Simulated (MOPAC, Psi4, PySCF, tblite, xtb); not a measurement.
Dimer HBr ··· BF3 (SMILES Br and FB(F)F) at R = 4.25 Å between the centres of mass, closest contact 2.67 Å (a random orientation, not optimised). Geometry in Å and degrees:

```
B
F 1 1.3153
F 1 1.3156 2 119.97
F 1 1.3157 2 119.98 3 179.84
H 2 2.6713 1 100.69 3 -124.07
Br 5 1.4248 2 149.46 1 53.28
```

- GFN2-xTB (tblite)
- SAPT0/jun-cc-pVDZ, frozen core (Psi4)
- revPBE/def2-TZVP, counterpoise-corrected (Psi4)
- revPBE-D3(BJ)/def2-TZVP, counterpoise-corrected (Psi4)
- PBE/def2-TZVP, counterpoise-corrected (Psi4)
- PBE-D3(BJ)/def2-TZVP, counterpoise-corrected (Psi4)
- HF/aug-cc-pVDZ, counterpoise-corrected (Psi4)
- MP2/aug-cc-pVDZ = DF-MP2/aug-cc-pVDZ, frozen core, counterpoise-corrected (Psi4)
- SCS-MP2/aug-cc-pVDZ = DF-SCS-MP2/aug-cc-pVDZ, frozen core, counterpoise-corrected (Psi4)
- PM3, restricted, heats of formation (MOPAC)
- PM6, restricted, heats of formation (MOPAC)
- GFN1-xTB (xtb)
- RKS-B3LYP/6-31G* = restricted B3LYP/6-31G*, spherical d, no counterpoise correction (PySCF)
- RKS-B3LYP/LANL2DZ = restricted B3LYP/LANL2DZ, with its core potentials past Ne, no counterpoise correction in PySCF
- RHF/STO-3G = restricted Hartree-Fock/STO-3G, no counterpoise correction (PySCF 2.14.0)
- RHF/3-21G = restricted Hartree-Fock/3-21G, no counterpoise correction run with PySCF

Question: What interaction energy does each level give?

Answer: 
| method | E_int / kcal/mol |
|---|---|
| GFN2-xTB | -1.16 |
| PBE-D3(BJ)/def2-TZVP | -0.94 |
| revPBE-D3(BJ)/def2-TZVP | -0.92 |
| RKS-B3LYP/6-31G* | -0.76 |
| RHF/3-21G | -0.67 |
| GFN1-xTB | -0.65 |
| MP2/aug-cc-pVDZ | -0.57 |
| PBE/def2-TZVP | -0.39 |
| SCS-MP2/aug-cc-pVDZ | -0.38 |
| RKS-B3LYP/LANL2DZ | -0.35 |
| PM3 | -0.26 |
| SAPT0/jun-cc-pVDZ | -0.23 |
| RHF/STO-3G | 0.05 |
| revPBE/def2-TZVP | 0.16 |
| HF/aug-cc-pVDZ | 0.18 |
| PM6 | 0.26 |
